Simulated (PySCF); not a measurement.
# Correlation energy of Sn (tin, neutral)

[Kr] 4d10 5s2 5p2, high-spin 3P determinant. Computed with PySCF 2.14 in x2c-TZVPall (8s6p4d2f, 60 functions), with the spin-free X2C one-electron Hamiltonian (Gaussian nucleus). Frozen: [Kr] 4d10; 4 electrons correlated.

MP2 pair energies summed by pair of shells (mhartree):

| pair | energy | share (%) |
| --- | --- | --- |
| 5s-5p | -24.97 | 59.6 |
| 5s-5s | -12.94 | 30.9 |
| 5p-5p | -3.98 | 9.5 |

Total MP2 correlation energy: -41.89 mhartree.

Same-spin part -7.23 and opposite-spin part -34.67 mhartree; SCS-MP2 scales them by 1/3 and 6/5 to -44.01 mhartree.
